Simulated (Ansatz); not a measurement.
Gas-phase electronic energies from Ansatz, PBE0-D4/def2-TZVP geometries. CBS: MP2 limit from def2 TZ/QZ plus the TZ coupled-cluster correction, frozen cores. Functionals use def2-TZVPP. B3LYP here is the variant with VWN-RPA as its local correlation; programs differ in this. HSE06 is defined as in plane-wave codes. For Ga outer-core shells are correlated without core-valence functions, which leaves a few kJ/mol of doubt a bond. Scalar relativity is left out up to krypton. Each species was taken in one conformer, which may not be the lowest.

Reaction (ligand exchange at a B–C bond): `BCBCl` + `[OH][GaH2]` → `B[O][GaH2]` + `CBCl`

```csv
level,ΔE (kJ/mol),difference from CCSD(T)/CBS
LDA (SPW92),-117.2,0.1
PBE-D4,-115.0,2.3
revPBE-D4,-112.5,4.8
BLYP-D4,-125.3,-8.0
r2SCAN-D4,-119.8,-2.5
B97M-V,-122.4,-5.1
PBE0-D4,-117.2,0.1
B3LYP-D4,-127.0,-9.7
r2SCANh-D4,-120.5,-3.2
BHLYP-D4,-131.5,-14.2
CAM-B3LYP-D4,-129.3,-12.0
ωB97X-V,-121.0,-3.7
ωB97M-V,-121.2,-3.9
PBE-QIDH,-119.7,-2.4
PBE,-116.1,1.2
revPBE,-115.9,1.4
BLYP,-127.7,-10.4
r2SCAN,-120.2,-2.9
PBE0,-118.2,-0.9
B3LYP,-128.7,-11.4
r2SCANh,-120.8,-3.5
r2SCAN0,-121.8,-4.5
HSE06,-118.2,-0.9
CAM-B3LYP,-130.2,-12.9
RPA@PBE/def2-TZVPP,-121.3,-4.0
HF/def2-SVP,-150.4,-33.1
MP2/def2-SVP,-138.7,-21.4
CCSD/def2-SVP,-140.4,-23.1
CCSD(T)/def2-SVP,-139.5,-22.2
HF/def2-TZVPP,-139.2,-21.9
MP2/def2-TZVPP,-119.8,-2.5
SCS-MP2/def2-TZVPP,-124.0,-6.7
CCSD/def2-TZVPP,-123.6,-6.3
CCSD(T)/def2-TZVPP,-121.7,-4.4
HF/def2-QZVPP,-139.4,-22.1
MP2/def2-QZVPP,-117.4,-0.1
SCS-MP2/def2-QZVPP,-121.8,-4.5
HF/CBS(def2),-139.4,-22.1
MP2/CBS(def2),-115.4,1.9
CCSD/CBS(def2),-119.2,-1.9
CCSD(T)/CBS,-117.3,0
```

Largest T1 diagnostic among the species: 0.016.

At CCSD(T), def2-SVP lies −22.2 kJ/mol from the extrapolated value and def2-TZVPP −4.4 kJ/mol. From BLYP to BHLYP (50 % exact exchange), in def2-TZVPP and without D4, ΔE moves by −4.6 kJ/mol.
